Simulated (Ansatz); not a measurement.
`N[CH2][InH2]` and `[AlH2][CH2][InH2]` differ in one atom or group.

Ansatz, PBE0-D4/def2-TZVP geometries, multiplicity 1. Each molecule was computed in one conformer, which needn't be the lowest.

Elements past krypton have def2 core potentials.

| property | `N[CH2][InH2]` |
| --- | --- |
| zero-point energy (PBE0-D4/def2-TZVP) / kJ/mol | 170.6 |
| HOMO energy (ωB97M-V/def2-TZVPP) / eV | -8.82 |
| HOMO–LUMO gap (PBE/def2-TZVPP) / eV | 2.90 |
| HOMO–LUMO gap (B3LYP/def2-TZVPP) / eV | 4.50 |
| HOMO–LUMO gap (ωB97M-V/def2-TZVPP) / eV | 8.72 |
| LUMO energy (B3LYP/def2-TZVPP) / eV | -1.82 |

Q: What does the change do to each property? (Best estimate.)

A: Ansatz gave: 
```
                                      property  `[AlH2][CH2][InH2]`  shift
zero-point energy (PBE0-D4/def2-TZVP) / kJ/mol                131.9  -38.7
         HOMO energy (ωB97M-V/def2-TZVPP) / eV                -9.60  -0.78
           HOMO–LUMO gap (PBE/def2-TZVPP) / eV                 3.73   0.83
         HOMO–LUMO gap (B3LYP/def2-TZVPP) / eV                 5.06   0.56
       HOMO–LUMO gap (ωB97M-V/def2-TZVPP) / eV                 9.12   0.40
           LUMO energy (B3LYP/def2-TZVPP) / eV                -2.21  -0.39
```

With PBE0 the HOMO falls by 0.96 eV and the LUMO falls by 0.44 eV, so the gap widens by about 0.52 eV. PBE moves the HOMO by -1.25 eV and ωB97M-V by -0.78 eV.

B3LYP here is the variant with VWN-RPA as its local correlation; programs differ in this.
